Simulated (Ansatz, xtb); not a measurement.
**Isomers of C6H7F in order of energy**

8 gas-phase structures of C6H7F, from a drawn sample of its isomers (lower ones may exist). Each was relaxed with GFN2-xTB; where two conformers were screened, the lower at r2SCAN-D4/def2-SVP is listed:

A. `F[C@]12C=C[C@H](C1)C2`, a singlet
B. `CC1=CCC=C1F`, a singlet
C. `F[C@@H]1[C@@H]2C=CC[C@H]12`, a singlet
D. `C=C1C(C)=C[C@@H]1F`, a singlet
E. `CC1=CCC(F)=C1`, a singlet
F. `C=C1CC(=CF)C1`, a singlet
G. `F[C@@H]1[C@H]2C[C@@H]3[C@H]2[C@H]13`, a singlet
H. `FCC1=CC=CC1`, a singlet

Which do you expect lowest at r2SCAN-D4/def2-SVP, and how would the others follow?

Calculated order at r2SCAN-D4/def2-SVP: B (0.000), E (0.066), H (0.266), C (0.670), D (1.263), A (1.369), F (1.485), G (1.867) eV.

Energies above the lowest of each column, in eV; the last columns are at B3LYP-D3(BJ)/def2-SVP geometries and were run for some of them only (a dash: not run or not comparable):

```tsv
structure	GFN2-xTB	HF/STO-3G	r2SCAN-D4/def2-SVP	B3LYP-D3(BJ)/def2-SVP	CCSD(T)/def2-SVP + ΔMP2/def2-TZVPP
B	0.011	0.018	0.000	0.000	0.000
E	0.000	0.000	0.066	0.059	0.058
H	0.218	0.462	0.266	0.220	0.122
C	0.351	0.383	0.670	0.751	–
D	1.278	1.645	1.263	–	–
A	0.878	0.754	1.369	–	–
F	1.095	1.466	1.485	–	–
G	0.999	1.138	1.867	–	–
```

CCSD(T)/def2-SVP + ΔMP2/def2-TZVPP puts B lowest of those it was run on; HF/STO-3G picks E. Flexible structures stand in one conformer each, not always the lowest. Frequencies (GFN2-xTB) were run for B, E, H alone. ΔMP2 is the change of the MP2 energy from the smaller to the larger basis.

Over these structures GFN2-xTB departs from r2SCAN-D4/def2-SVP by 0.248 eV on average once a common shift is removed. A GFN2-xTB relaxation took about 0.057 s and the r2SCAN-D4/def2-SVP energy about 1.8 s on a shared host (Ansatz 0.2.0, xtb 6.7.1).
